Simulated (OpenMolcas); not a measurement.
**Pd3+ in a ligand field**

Pd3+ with 6 ligands (fluoride) in octahedral coordination (Oh) at 2.07 Å. A charge of +0.5 e stands 2.6 Å behind each ligand. Ligand basis ANO-RCC-VDZP.
```
Pd    0.0000    0.0000    0.0000
F     2.0700    0.0000    0.0000
F     0.0000    2.0700    0.0000
F    -2.0700    0.0000    0.0000
F     0.0000   -2.0700    0.0000
F     0.0000    0.0000    2.0700
F     0.0000    0.0000   -2.0700
```

```
Program             : OpenMolcas
Method              : CASSCF
Basis               : ANO-RCC-VDZP [6s5p3d1f]
Scalar Hamiltonian  : DKH2, point nucleus
Active space        : 7 electrons in 5 orbitals (4d)
State averaging     : 2S+1 = 4 even, 10 roots; 2S+1 = 2 even, 40 roots
Spin-orbit coupling : state interaction with AMFI integrals over the reference wave functions
```

The lowest spin-free states (labels of O, the rotations of Oh), above the lowest:

```json
{"State": "4T1", "Degeneracy": "3", "E (cm-1)": "0.0"}
{"State": "2E", "Degeneracy": "2", "E (cm-1)": "394.9"}
{"State": "2T1", "Degeneracy": "3", "E (cm-1)": "13979"}
{"State": "4T2", "Degeneracy": "3", "E (cm-1)": "14195"}
{"State": "2T2", "Degeneracy": "3", "E (cm-1)": "14356"}
{"State": "2T1", "Degeneracy": "3", "E (cm-1)": "18853"}
{"State": "4T1", "Degeneracy": "3", "E (cm-1)": "25484"}
{"State": "2T2", "Degeneracy": "3", "E (cm-1)": "27156"}
{"State": "2A1", "Degeneracy": "1", "E (cm-1)": "28220"}
{"State": "4A2", "Degeneracy": "1", "E (cm-1)": "30048"}
{"State": "2T1", "Degeneracy": "3", "E (cm-1)": "31209"}
{"State": "2E", "Degeneracy": "2", "E (cm-1)": "33241"}
{"State": "2T2", "Degeneracy": "3", "E (cm-1)": "35727"}
{"State": "2T1", "Degeneracy": "3", "E (cm-1)": "37778"}
{"State": "2T2", "Degeneracy": "3", "E (cm-1)": "39111"}
{"State": "2E", "Degeneracy": "2", "E (cm-1)": "44606"}
{"State": "2A2", "Degeneracy": "1", "E (cm-1)": "44797"}
{"State": "2T1", "Degeneracy": "3", "E (cm-1)": "50106"}
{"State": "2E", "Degeneracy": "2", "E (cm-1)": "63053"}
{"State": "2T2", "Degeneracy": "3", "E (cm-1)": "66785"}
```

The lowest levels with spin-orbit coupling:

| E (cm-1) | Degeneracy | Label | 2S+1 | g |
| --- | --- | --- | --- | --- |
| 0.0 | 2 | Γ6 | 4 | 4.34 4.34 4.34 |
| 127.2 | 4 | Γ8 | 4 (56 %) |  |
| 1267 | 4 | Γ8 | 4 (87 %) |  |
| 2971 | 2 | Γ7 | 4 | 0.98 0.98 0.98 |
| 4396 | 4 | Γ8 | 4 (56 %) |  |
| 13639 | 4 | Γ8 | 2 (62 %) |  |
| 15159 | 2 | Γ6 | 4 (68 %) | 2.24 2.24 2.24 |
| 15334 | 4 | Γ8 | 4 (52 %) |  |
| 15419 | 2 | Γ7 | 2 (53 %) | 1.21 1.21 1.21 |
| 16383 | 4 | Γ8 | 4 (57 %) |  |
| 17233 | 2 | Γ6 | 2 (68 %) | 1.86 1.86 1.86 |
| 18170 | 4 | Γ8 | 2 (51 %) |  |
| 18191 | 2 | Γ7 | 4 (54 %) | 1.41 1.41 1.41 |
| 20084 | 4 | Γ8 | 2 (89 %) |  |
| 21353 | 2 | Γ6 | 2 | 0.54 0.54 0.54 |
| 26318 | 2 | Γ7 | 4 (84 %) | 2.15 2.15 2.15 |
| 26590 | 4 | Γ8 | 4 |  |
| 28180 | 4 | Γ8 | 4 (78 %) |  |
| 28529 | 2 | Γ6 | 4 (81 %) | 2.55 2.55 2.55 |
| 29356 | 4 | Γ8 | 2 (69 %) |  |

Powder χT (cm3 K/mol): 1.79 at 2 K, 1.87 at 10 K, 2.19 at 50 K, 2.23 at 100 K, 2.18 at 200 K, 2.2 at 300 K. The effective moment at 300 K is 2.828 √(χT) = 4.19 μB.

The lowest level has 2S+1 = 4, for which the spin-only value is χT = S(S+1) / 2 = 1.875 cm3 K/mol (g = 2). The computed 2.196 at 300 K differs by +0.321, through orbital momentum, spin-orbit coupling and any other state in reach. With a threefold ground state the orbital momentum is unquenched, so the spin-only value is not expected to hold.

Metal share of the active 4d orbitals (Löwdin): 82, 82, 94, 94, 94 %; Mulliken charge of the metal 2.04.

A least-squares ligand-field fit to the states below 45000 cm-1, each weighted by its degeneracy and with a free common offset, gives 10Dq = 16132 cm-1, B = 823 cm-1 and C = 3394 cm-1 (C/B = 4.12), with an rms deviation of 322 cm-1.

The same method and metal basis give the free ion B = 990 cm-1 (fit to its terms below 60000 cm-1, rms deviation 15 cm-1), so the nephelauxetic ratio is β = 823 / 990 = 0.83; it hangs on how both fits weigh the states, and computed free-ion B values tend to be too large, so β mixes covalency with correlation.

An orbital triplet at a regular site is open to Jahn-Teller coupling, which can distort the site and quench the lowest spin-orbit gaps and is left out. Without dynamic correlation the repulsion within the d shell is too large (B by tens of per cent), so at a given field states of lower spin stand too high. This shell can be high or low spin here, a state of another spin lies low, and with metal d orbitals alone active their balance is uncertain, so the ground spin may be wrong. The least metal-like active orbital is 82 % on the metal (Löwdin) and no ligand orbital is active, so the numbers are rough. With metal d orbitals alone the field can be off either way by tens of per cent. Ligand-to-metal charge-transfer states are missing. With no ligand orbital active B as a rule stays too high, so bands that hang on it stand too high and its fall with covalency is understated. No measured value stands beside these numbers; the geometry was imposed, not optimised, and the real ion may take another.
